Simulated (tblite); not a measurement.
Species: C3H12B2N2Si.
Atom-mapped SMILES: `[BH2:1][N:2]1[SiH2:3][CH2:4][NH:5][B:6]1[CH2:7][CH3:8]` (hydrogens: H9, H10 on B1; H11, H12 on Si3; H13, H14 on C4; H15 on N5; H16, H17 on C7; H18, H19, H20 on C8)

Computed with GFN2-xTB (tblite), gas phase: L-BFGS steps from a force-field or distance-geometry start until the largest atomic force falls under 0.01 eV/Å.

Step 63: E = -617.3190 eV
```
atom  x, y, z in Å  |  force x, y, z in eV/Å
B1     -1.3866    2.0748   -0.4278    0.004   0.017   0.013
N2     -1.1116    0.7016   -0.4834   -0.011  -0.004   0.035
Si3    -2.3099   -0.5196   -0.8519   -0.003  -0.065   0.033
C4     -1.2303   -1.9283   -0.1468    0.047  -0.023  -0.004
N5      0.0724   -1.3033    0.0120   -0.045   0.069   0.013
B6      0.1777    0.0713   -0.1442    0.003   0.032  -0.028
C7      1.5435    0.8877   -0.0507   -0.016  -0.032  -0.004
C8      2.7915    0.0744    0.3043   -0.018   0.005  -0.002
H9     -2.4731    2.4490   -0.6633   -0.035   0.001  -0.049
H10    -0.5528    2.8313   -0.1171    0.052   0.087  -0.005
H11    -3.5770   -0.3920   -0.1294    0.026   0.061   0.020
H12    -2.5097   -0.6315   -2.3011   -0.014   0.006  -0.033
H13    -1.6046   -2.2891    0.8182    0.050  -0.036   0.008
H14    -1.1557   -2.7971   -0.8036    0.004  -0.027  -0.029
H15     0.8254   -1.9175    0.2740    0.031  -0.029   0.015
H16     1.7194    1.3699   -1.0172   -0.023   0.006   0.021
H17     1.4483    1.7072    0.6666   -0.020  -0.069   0.000
H18     3.6672    0.7224    0.3300    0.008  -0.045   0.009
H19     2.9688   -0.7036   -0.4373   -0.013   0.019   0.031
H20     2.6921   -0.3968    1.2817   -0.028   0.027  -0.045
```

Step 64: E = -617.3207 eV
```
atom  x, y, z in Å  |  force x, y, z in eV/Å
B1     -1.3839    2.0778   -0.4349    0.007  -0.019   0.010
N2     -1.1116    0.7032   -0.4847   -0.027  -0.029   0.042
Si3    -2.3123   -0.5202   -0.8429   -0.044  -0.035   0.020
C4     -1.2289   -1.9305   -0.1462    0.006  -0.013  -0.008
N5      0.0719   -1.3032    0.0106   -0.024   0.075   0.028
B6      0.1773    0.0714   -0.1460   -0.001   0.038  -0.038
C7      1.5429    0.8876   -0.0506   -0.002  -0.024   0.014
C8      2.7911    0.0758    0.3059    0.006  -0.012  -0.005
H9     -2.4715    2.4498   -0.6704   -0.024   0.012  -0.044
H10    -0.5456    2.8318   -0.1303    0.036   0.092  -0.010
H11    -3.5812   -0.3875   -0.1187    0.078   0.052   0.003
H12    -2.5195   -0.6375   -2.2920   -0.011   0.012  -0.015
H13    -1.6022   -2.2984    0.8171    0.072  -0.030  -0.008
H14    -1.1560   -2.7937   -0.8109    0.007  -0.030  -0.016
H15     0.8273   -1.9150    0.2710    0.033  -0.040   0.017
H16     1.7218    1.3723   -1.0154   -0.031   0.010   0.029
H17     1.4452    1.7038    0.6702   -0.022  -0.061  -0.010
H18     3.6654    0.7255    0.3501   -0.012  -0.045  -0.004
H19     2.9783   -0.6915   -0.4443   -0.009   0.015   0.025
H20     2.6863   -0.4107    1.2750   -0.039   0.031  -0.032
```

Step 65: E = -617.3225 eV
```
atom  x, y, z in Å  |  force x, y, z in eV/Å
B1     -1.3810    2.0809   -0.4414    0.008  -0.039   0.007
N2     -1.1124    0.7046   -0.4839   -0.041  -0.035   0.039
Si3    -2.3149   -0.5217   -0.8334   -0.064   0.007  -0.004
C4     -1.2267   -1.9332   -0.1463   -0.034  -0.002  -0.010
N5      0.0712   -1.3020    0.0101    0.009   0.046   0.040
B6      0.1765    0.0721   -0.1479   -0.011   0.029  -0.040
C7      1.5419    0.8868   -0.0512    0.012  -0.007   0.026
C8      2.7904    0.0769    0.3068    0.016  -0.021  -0.008
H9     -2.4701    2.4500   -0.6791    0.006   0.023  -0.032
H10    -0.5376    2.8344   -0.1430   -0.007   0.069  -0.023
H11    -3.5842   -0.3817   -0.1076    0.113   0.040  -0.006
H12    -2.5278   -0.6412   -2.2830   -0.009   0.014   0.009
H13    -1.5974   -2.3092    0.8154    0.082  -0.026  -0.019
H14    -1.1546   -2.7908   -0.8189    0.011  -0.025  -0.002
H15     0.8280   -1.9122    0.2709    0.033  -0.038   0.012
H16     1.7232    1.3745   -1.0139   -0.034   0.016   0.031
H17     1.4406    1.6988    0.6730   -0.020  -0.037  -0.008
H18     3.6632    0.7269    0.3696   -0.019  -0.028  -0.019
H19     2.9868   -0.6797   -0.4504    0.001  -0.007  -0.002
H20     2.6798   -0.4235    1.2670   -0.053   0.020   0.007
```

Step 66: E = -617.3242 eV
```
atom  x, y, z in Å  |  force x, y, z in eV/Å
B1     -1.3765    2.0829   -0.4504    0.001  -0.038   0.006
N2     -1.1135    0.7045   -0.4827   -0.046  -0.020   0.028
Si3    -2.3191   -0.5232   -0.8231   -0.046   0.041  -0.030
C4     -1.2251   -1.9360   -0.1473   -0.050   0.006  -0.009
N5      0.0706   -1.3011    0.0092    0.036  -0.003   0.040
B6      0.1760    0.0724   -0.1514   -0.016   0.006  -0.032
C7      1.5409    0.8853   -0.0515    0.020   0.010   0.025
C8      2.7901    0.0781    0.3081    0.039  -0.043   0.001
H9     -2.4675    2.4501   -0.6895    0.043   0.030  -0.018
H10    -0.5279    2.8380   -0.1609   -0.058   0.028  -0.040
H11    -3.5839   -0.3765   -0.0916    0.113   0.033   0.000
H12    -2.5402   -0.6406   -2.2729   -0.009   0.011   0.028
H13    -1.5898   -2.3194    0.8138    0.073  -0.027  -0.023
H14    -1.1537   -2.7893   -0.8265    0.016  -0.010   0.012
H15     0.8280   -1.9110    0.2707    0.027  -0.024   0.003
H16     1.7245    1.3777   -1.0111   -0.034   0.024   0.029
H17     1.4335    1.6921    0.6767   -0.012  -0.006   0.003
H18     3.6600    0.7315    0.3956   -0.059  -0.051  -0.036
H19     2.9994   -0.6645   -0.4605    0.007   0.007   0.018
H20     2.6692   -0.4402    1.2581   -0.045   0.025  -0.004
```

Q: Estimate the geometry and energy of step 67. (The exact step hangs on the optimiser's Hessian estimate; all steps are aligned on step 66, rigid shifts and turns removed.)

A: E = -617.3256 eV, largest force 0.109 eV/Å
```
atom  x, y, z in Å  |  force x, y, z in eV/Å
B1     -1.3752    2.0841   -0.4529   -0.010  -0.018   0.001
N2     -1.1155    0.7048   -0.4793   -0.028  -0.004   0.011
Si3    -2.3202   -0.5244   -0.8185   -0.010   0.054  -0.048
C4     -1.2235   -1.9383   -0.1482   -0.037   0.017  -0.003
N5      0.0705   -1.2995    0.0096    0.054  -0.056   0.026
B6      0.1749    0.0733   -0.1540   -0.012  -0.024  -0.013
C7      1.5399    0.8836   -0.0526    0.012   0.025   0.018
C8      2.7893    0.0776    0.3074   -0.023  -0.018  -0.005
H9     -2.4672    2.4492   -0.6966    0.070   0.034  -0.005
H10    -0.5250    2.8423   -0.1671   -0.096  -0.013  -0.051
H11    -3.5804   -0.3687   -0.0862    0.074   0.024   0.023
H12    -2.5418   -0.6371   -2.2685   -0.011   0.003   0.026
H13    -1.5809   -2.3258    0.8133    0.041  -0.029  -0.014
H14    -1.1505   -2.7904   -0.8292    0.017   0.007   0.012
H15     0.8285   -1.9095    0.2713    0.015  -0.004  -0.007
H16     1.7230    1.3801   -1.0096   -0.025   0.035   0.021
H17     1.4266    1.6848    0.6791    0.005   0.034   0.020
H18     3.6579    0.7277    0.4023   -0.006   0.012  -0.044
H19     3.0005   -0.6612   -0.4606    0.025  -0.050  -0.046
H20     2.6640   -0.4418    1.2530   -0.055  -0.027   0.078
```

The energy changes by -0.0014 eV. The first-order estimate −F·Δx gives -0.0025 eV and the mean of the old and new forces, exact on a quadratic surface, -0.0014 eV. The step makes an angle of 69° with the force vector and moves no atom by more than 0.011 Å.

The cost below is that of the whole relaxation. Hardware: an Arm Neoverse N1 with one thread, shared host. Cost: 1.5 s of wall time.
